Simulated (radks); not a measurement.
Results of a calculation; reference values are marked as such.
All-electron atom: the holmium ion Ho24+ in [Kr] 4d7 (the NIST ground configuration). Code: a radial shooting solver on a logarithmic mesh with Libxc functionals. Model: scalar-relativistic Kohn-Sham, PBE, spin-polarised, spherical densities, finite nucleus; open shells are filled with parallel spins first (spin-orbit coupling, left out, can overturn this in heavy ions); Fermi nuclear charge, rms radius 5.2022 fm.

Unscreened Slater integrals over Kohn-Sham orbitals (hartree). They are taken over the spin-up orbitals.

\begin{tabular}{lr}
integral & value \\ \hline
F0(4d,4d) & 1.7313 \\
F2(4d,4d) & 0.88806 \\
F4(4d,4d) & 0.60317 \\
F0(4d,4p) & 1.7484 \\
F2(4d,4p) & 0.90331 \\
G1(4d,4p) & 1.1343 \\
G3(4d,4p) & 0.72263 \\
F0(4d,4s) & 1.7789 \\
G2(4d,4s) & 0.89484 \\
F0(4p,4p) & 1.7696 \\
F2(4p,4p) & 0.92914 \\
F0(4p,4s) & 1.8007 \\
G1(4p,4s) & 1.2243 \\
F0(4s,4s) & 1.8345 \\
\end{tabular}

Derived for the open shells (J is the average intra-shell exchange parameter used in DFT+U). 4d: Racah B = F2/49 - 5 F4/441 = 0.01128 hartree, C = 35 F4/441 = 0.04787 hartree, C/B = 4.24, F4/F2 = 0.679, J = (F2 + F4)/14 = 0.1065 hartree.
